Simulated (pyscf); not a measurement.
HAs=AsH (SMILES [AsH]=[AsH]) + AsH₃ (SMILES [AsH3]) → H₂As–AsH–AsH₂ (SMILES [AsH2][AsH][AsH2]), an addition across a multiple bond or ene-type step (singlet surface; As–H broken, As–As, As–H formed). Single points on ωB97X-D3(BJ)/def2-SVP structures (PySCF, gas phase). Energies in eV from the separated reactants.

Small-basis levels: PySCF, no dispersion term, spherical d functions. 

Q: Quick B3LYP/6-31G*+LANL2DZ single points give ΔE‡ = 1.73 eV and ΔE = -0.73 eV. What does ωB97M-D3(BJ)/def2-TZVP give, and how far is the quick result from it?

A: ωB97M-D3(BJ)/def2-TZVP gives ΔE‡ = 1.72 eV and ΔE = -1.11 eV. B3LYP/6-31G*+LANL2DZ lies 0.01 eV over it in the barrier and 0.38 eV over it in the reaction energy, so on this step it does not hold to within 0.13 eV. ωB97M-D3(BJ)/def2-TZVP has limits of its own. From the product side, AsH₂• + •HAs–AsH₂ lies, by one bond made or cut, 0.73 eV under this saddle at ωB97M-D3(BJ)/def2-TZVP. This is the saddle that the search found; another between the same sides may lie lower. A restricted solution here is unstable towards spin polarisation, so biradical character is likely and single-reference numbers are less safe. In the def2 sets elements up to Kr have no core potential.
